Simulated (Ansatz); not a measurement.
Geometry optimisation, RKS PBE0-D4/def2-SVPD (Ansatz).

Input:

```yaml
crystal:
  periodic: [false, false, false]
  atoms:
    - { symbol: Al, position_ang: [0.019779, -0.457768, -0.477677] }
    - { symbol: Cl, position_ang: [0.018518, -0.195345, 2.938477] }
    - { symbol: F, position_ang: [1.440827, 0.24121, -0.984571] }
    - { symbol: F, position_ang: [-1.427263, 0.201276, -0.963992] }
    - { symbol: H, position_ang: [0.047352, -1.774883, 0.363116] }
    - { symbol: H, position_ang: [0.044687, -1.280091, 2.159648] }
basis:
  gaussian: { orbitals: def2-SVPD }
hamiltonian:
  xc: pbe0
  dispersion: d4
relax:
  f_tol: 0.03
  max_steps: 50
```

Run as:

```bash
$ ansatz run input.yaml --threads 4 --pin off --max-ram 5120MiB --backend cpu --events-out ev --progress --plain --runs-dir out
```

Task: Where does it end, and by what steps?

Result: The run converged. The force dipped under the threshold on the way, but the program's further checks kept it going. After 38 steps the energy has fallen by 0.389 eV; H6 moved furthest, 1.34 Å. Joined: Al1–Cl2 (3.43 → 2.57 Å).

```csv
step,energy less start (eV),largest force component (eV/Å),accepted
0,0.0000,0.849,yes
2,-0.0728,1.001,yes
4,-0.2477,0.250,yes
6,-0.2919,0.142,yes
8,-0.2949,0.404,yes
10,-0.3031,0.028,yes
12,-0.3032,0.009,yes
14,-0.3026,0.209,no
16,-0.3002,0.457,no
18,-0.3043,0.150,yes
20,-0.3075,0.411,yes
22,-0.3221,0.057,yes
24,-0.2885,1.417,no
26,-0.3363,0.430,yes
28,-0.3332,0.986,no
30,-0.3619,0.301,yes
32,-0.3538,1.051,no
34,-0.3789,0.333,yes
36,-0.3881,0.031,yes
38,-0.3891,0.003,yes
```

```xyz
6
Properties=species:S:1:pos:R:3
Al -0.098 -0.675 -0.265
Cl -0.437 -0.648 2.286
F 1.442 -0.078 0.105
F -1.247 0.470 -0.684
H -0.282 -2.176 -0.666
H 0.767 -0.158 2.259
```

Whether the end is a true minimum wasn't checked by a vibrational analysis.

Time of the run: 56 s on 4 threads of Arm Neoverse V1, on a shared host, peak memory 0.24 GiB.
